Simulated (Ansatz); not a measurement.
Computed with Ansatz on PBE0-D4/def2-TZVP structures; ΔE is electronic, products minus reactants. CBS: MP2 limit from def2 TZ/QZ plus the TZ coupled-cluster correction, frozen cores. Functionals use def2-TZVPP. B3LYP here is the variant with VWN-RPA as its local correlation; programs differ in this. def2 core potentials past Kr. For Sn outer-core shells are correlated without core-valence functions, which leaves a few kJ/mol of doubt a bond. One conformer a species, not always the lowest.

Consider the redistribution: `[F][Sn]([F])([F])[O][SiH3]` + `COC#C[SiH3]` → `[F][Sn]([F])([F])[SiH3]` + `COC#CO[SiH3]`.

| level | ΔE (kJ/mol) |
| --- | --- |
| PBE-D4 | 100.8 |
| ωB97M-V | 125.7 |
| B3LYP | 115.1 |
| CCSD/def2-TZVPP | 139.9 |

Q: What does CCSD(T)/CBS give? (An estimate is asked.)

A: Ansatz gave: +141.9 kJ/mol. The listed levels differ from it by -41.1, -16.2, -26.8, -2.0 kJ/mol.

Largest T1 diagnostic among the species: 0.015.

From PBE to PBE0 (25 % exact exchange), in def2-TZVPP and without D4, ΔE moves by +8.3 kJ/mol.
